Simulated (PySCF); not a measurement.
C$_{3}$H$_{4}$N (SMILES C=CC#[NH+]), charge +1, singlet, at a GFN2-xTB geometry; PySCF with PBE/STO-3G.

Here is a job for PySCF.
```python
from pyscf import gto, scf, dft

mol = gto.M(
    atom='''
C    -0.139301   -1.722203   -0.003312
C     0.577244   -0.588904    0.007753
C     0.024276    0.669389    0.000862
H    -1.218846   -1.725937   -0.018664
H     0.354803   -2.681629    0.002973
H     1.665046   -0.591228    0.023218
N    -0.401452    1.739381   -0.004364
H    -0.764154    2.673437   -0.008799
''',
    basis='sto-3g',
    charge=1,
    spin=0,
    verbose=4,
)

mf = dft.RKS(mol)
mf.xc = 'pbe'
mf.kernel()
mf.analyze()
```

The log (banner, timings and long lists left out):

```
PySCF version 2.14.0

[INPUT] verbose = 4
[INPUT] num. atoms = 8
[INPUT] num. electrons = 28
[INPUT] charge = 1
[INPUT] spin (= nelec alpha-beta = 2S) = 0
[INPUT] symmetry False subgroup None
[INPUT] Mole.unit = angstrom
[INPUT] Symbol           X                Y                Z      unit          X                Y                Z       unit  Magmom
[...]
nuclear repulsion = 98.325855876067
number of shells = 16
number of NR pGTOs = 72
number of NR cGTOs = 24
basis = sto-3g
ecp = {}

******** <class 'pyscf.dft.rks.RKS'> ********
method = RKS
initial guess = minao
damping factor = 0
level_shift factor = 0
DIIS = <class 'pyscf.scf.diis.CDIIS'>
diis_start_cycle = 1
diis_space = 8
diis_damp = 0
SCF conv_tol = 1e-09
SCF conv_tol_grad = None
SCF max_cycles = 50
direct_scf = True
direct_scf_tol = 1e-13
XC library pyscf.dft.libxc version 7.1.2
    S. Lehtola, C. Steigemann, M. J. T. Oliveira, and M. A. L. Marques,  SoftwareX 7, 1–5 (2018)
XC functionals = pbe
    J. P. Perdew, K. Burke, and M. Ernzerhof,  Phys. Rev. Lett. 77, 3865 (1996)
    J. P. Perdew, K. Burke, and M. Ernzerhof,  Phys. Rev. Lett. 78, 1396 (1997)
    J. P. Perdew, K. Burke, and M. Ernzerhof,  Phys. Rev. Lett. 77, 3865 (1996)
    J. P. Perdew, K. Burke, and M. Ernzerhof,  Phys. Rev. Lett. 78, 1396 (1997)
radial grids:
    Treutler-Ahlrichs [JCP 102, 346 (1995); DOI:10.1063/1.469408] (M4) radial grids

becke partition: Becke, JCP 88, 2547 (1988); DOI:10.1063/1.454033
pruning grids: <function nwchem_prune>
grids dens level: 3
symmetrized grids: False
atomic radii adjust function: <function treutler_atomic_radii_adjust>
small_rho_cutoff = 0
Set gradient conv threshold to 3.16228e-05
Initial guess from minao.
tot grids = 95488
init E= -169.667368750358
[...]
cycle= 1 E= -168.770875641616  delta_E= 0.896  |g|= 0.263  |ddm|= 3.97
[...]
cycle= 2 E= -168.692874837538  delta_E= 0.078  |g|= 0.59  |ddm|= 0.958
[...]
cycle= 3 E= -168.79025917136  delta_E= -0.0974  |g|= 0.107  |ddm|= 0.652
[...]
cycle= 4 E= -168.793405503233  delta_E= -0.00315  |g|= 0.0433  |ddm|= 0.185
[...]
cycle= 5 E= -168.793968462592  delta_E= -0.000563  |g|= 0.0193  |ddm|= 0.0791
[...]
cycle= 6 E= -168.794089467819  delta_E= -0.000121  |g|= 0.00346  |ddm|= 0.0293
[...]
cycle= 7 E= -168.79409480588  delta_E= -5.34e-06  |g|= 0.000485  |ddm|= 0.00547
[...]
cycle= 8 E= -168.794094899169  delta_E= -9.33e-08  |g|= 2.37e-05  |ddm|= 0.00073
[...]
cycle= 9 E= -168.794094899348  delta_E= -1.79e-10  |g|= 3.35e-06  |ddm|= 2.87e-05
[...]
Extra cycle  E= -168.794094899325  delta_E= 2.3e-11  |g|= 8.58e-06  |ddm|= 1.75e-05
converged SCF energy = -168.794094899325
**** SCF Summaries ****
Total Energy =                        -168.794094899324563
Nuclear Repulsion Energy =              98.325855876066981
One-electron Energy =                 -413.669041187224366
Two-electron Energy =                  146.549090411832793
Two-electron Coulomb Energy =          170.475169614497503
DFT Exchange-Correlation Energy =      -23.926079202664699
HOMO-LUMO gap [eV] =                     4.847768483473955
**** MO energy ****
[...]
 ** Mulliken pop on meta-lowdin orthogonal AOs  **
 ** Mulliken pop  **
[...]
 ** Mulliken atomic charges  **
charge of    0C =      0.05034
charge of    1C =     -0.05434
charge of    2C =      0.27146
charge of    3H =      0.11656
charge of    4H =      0.12798
charge of    5H =      0.14182
charge of    6N =      0.04814
charge of    7H =      0.29804

WARN: System has nonzero charge 1; the dipole moment is origin-dependent.
Location of origin: [0. 0. 0.]

Dipole moment(X, Y, Z, Debye): -0.68821,  1.98947, -0.00825
```
